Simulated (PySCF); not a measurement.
Task: Write Cartesian coordinates for InChI=1S/C8H11/c1-4-5-6-7-8(2)3/h4H,1,5H2,2-3H3/q+1 as optimised with GFN2-xTB. (Charge +1.)

Result: 
```xyz
19
C8H11 angstrom
C      2.9745    0.8846    0.1441
C      3.0830   -0.4163   -0.0571
C      1.9565   -1.3386   -0.4363
C      0.6454   -0.8171   -0.3287
C     -0.4780   -0.3456   -0.2164
C     -1.7415    0.1575   -0.0989
C     -2.8896   -0.6343   -0.5422
C     -1.9469    1.4890    0.4717
H      2.0350    1.4049    0.0514
H      3.8287    1.4831    0.4051
H      4.0394   -0.9121    0.0251
H      2.0025   -2.2526    0.1738
H      2.1034   -1.6903   -1.4685
H     -2.7018   -1.7054   -0.4967
H     -3.0759   -0.3940   -1.5957
H     -3.7950   -0.3685    0.0011
H     -2.1689    1.3652    1.5384
H     -1.0635    2.1198    0.4006
H     -2.8172    1.9797    0.0368
```

Any rigid rotation of these coordinates is as good. Atoms count from 1 in this order. C1 (terminal =CH2 carbon) is planar (angles 122.3°, 121.3° and 116.4°, sum 360.0°, 0.00 Å off the plane of its three neighbours). C2 (alkene CH carbon) is planar (angles 125.5°, 120.9° and 113.6°, sum 360.0°, 0.01 Å off the plane of its three neighbours). The 7 C–C bonds span 1.223 Å (C4≡C5, drawn triple) to 1.504 Å (C2–C3, drawn single), a spread of 0.281 Å. C6 (carbon bonded to 3 C) is planar (angles 120.1°, 120.0° and 119.9°, sum 360.0°, 0.00 Å off the plane of its three neighbours).

Bonds between heavy atoms (Å): C1=C2 1.321, C2–C3 1.504, C3–C4 1.415, C4≡C5 1.223, C5–C6 1.365, C6–C7 1.463, C6–C8 1.463.

Structure optimised with GFN2-xTB, isolated species.

Point group: C1 (no symmetry element, even within 0.4 Å). Whether it is a minimum is left open (no frequencies). Torsions: C1–C2–C3–C4 -12°.

One conformer stands for the species.

The numbers are calculated, not measured.
